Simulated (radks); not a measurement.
Q: The fluorine ion F4+, configuration [He] 2p1 3d2 (not the ground configuration). Method: scalar-relativistic Kohn-Sham, r2SCAN, spin-polarised, spherical densities, finite nucleus; open shells are filled with parallel spins first; meta-GGA in the generalised Kohn-Sham scheme; Fermi nuclear charge, rms radius 2.8976 fm; computed with a radial shooting solver on a logarithmic mesh with Libxc functionals. Some entries of the table are withheld. Estimate them.

| orbital | occ. | eigenvalue (Ry) | <1/r> (bohr^-1) |
|---|---|---|---|
| 1s up | 1 | -60.72317 | (1) |
| 1s down | 1 | -60.56304 | (2) |
| 2p up | 1 | (3) | 1.774 |
| 3d up | 2 | -2.81816 | 0.6595 |

A: 
(1) 1s up <1/r> (bohr^-1): 8.670
(2) 1s down <1/r> (bohr^-1): 8.694
(3) 2p up eigenvalue (Ry): -9.08694
